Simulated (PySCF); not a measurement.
A calculated (r2SCAN, PySCF 2.14, aug-cc-pVDZ, no relativity, point nucleus) atom or ion has these occupied shells.

```csv
shell,electrons,orbital energy (eV),"rms radius, mean of both spins (bohr)"
1s α,1,-214.72,0.380
1s β,1,-214.24,0.380
2s α,1,-32.931,1.78
```

(1) Name the element and its charge.

Answers

(1) B²⁺ (boron, charge +2), in [He] 2s1, 2S determinant.
